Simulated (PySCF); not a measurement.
Species: C5H9FNP.
Atom-mapped SMILES: `[F:1]/[CH:2]=[P:3]/[N:4]1[CH2:5][CH2:6][CH2:7][CH2:8]1`

Cartesian coordinates in Å at the GFN2-xTB level; atoms count from 1:
```xyz
17
C5H9FNP angstrom
F      4.0067    0.7923   -1.2800
C      2.8189    0.3115   -0.8354
P      1.9021    1.2581    0.2037
N      0.5479    0.3113    0.4678
C      0.0867   -0.7930   -0.3562
C     -1.4106   -0.9288   -0.0558
C     -1.7881    0.4358    0.5195
C     -0.5352    0.7858    1.3120
H      2.5990   -0.6548   -1.2639
H      0.6320   -1.7107   -0.1147
H      0.2616   -0.5606   -1.4131
H     -1.9811   -1.1835   -0.9465
H     -1.5745   -1.7020    0.6951
H     -2.6820    0.4008    1.1374
H     -1.9357    1.1588   -0.2836
H     -0.5286    0.2409    2.2648
H     -0.4262    1.8502    1.5189
```

NICS = −σ at a ghost point: NICS(0) at the centroid of the ring atoms, NICS(1) 1 Å to either side along the normal of their mean plane, zz for the tensor component along that normal. Level: GIAO PBE0/pcSseg-1 (PySCF, non-relativistic, gas phase) on the GFN2-xTB geometry, one conformer.

Ring bond lengths (Å), with Mayer bond orders in brackets: N4–C5 1.453 (0.89), C5–C6 1.533 (1.03), C6–C7 1.528 (1.04), C7–C8 1.523 (1.02), C8–N4 1.453 (0.91).

Question: What do the NICS probes read (ppm)?

Answer: 
```
          ring                                             type  NICS(0)  NICS(1), two faces  NICS(1)zz, two faces  rms pucker (Å)  centre to ring atoms, mean (Å)
N4–C5–C6–C7–C8  5-membered ring with N; formal bonds all single     -7.1         -4.2 / -3.2           -4.3 / -4.6            0.17                            1.25
```

Question: What do they say, and how far can they be read as aromaticity?

Answer: 
- N4–C5–C6–C7–C8: mean NICS(1)zz -4.4 ppm, shielded. C5, C6, C7, C8 have four or more neighbours, so the value isn't read as a sign of a π ring current.

Question: At the first NICS(1) probe listed for ring N4–C5–C6–C7–C8, 1 Å off the ring, how large is the induced field along the normal in 11.7 T applied along it?

Answer: NICSzz × B0 = -4.3 ppm × 11.7 T = -50 μT, against the applied field.

Question: What are the shieldings of the ring atoms and their hydrogens in the same run (means over atoms taken as equivalent)?

Answer: 
| atoms | environment | σ isotropic (ppm) |
| --- | --- | --- |
| N4 | nitrogen bonded to 2 C and P | 196.3 |
| C5 (×2) | sp3 carbon bound to nitrogen | 131.9 |
| C6 (×2) | ring CH2 carbon | 156.6 |
| H10 (×4) | methylene hydrogen | 28.51 |
| H12 (×4) | methylene hydrogen | 29.88 |
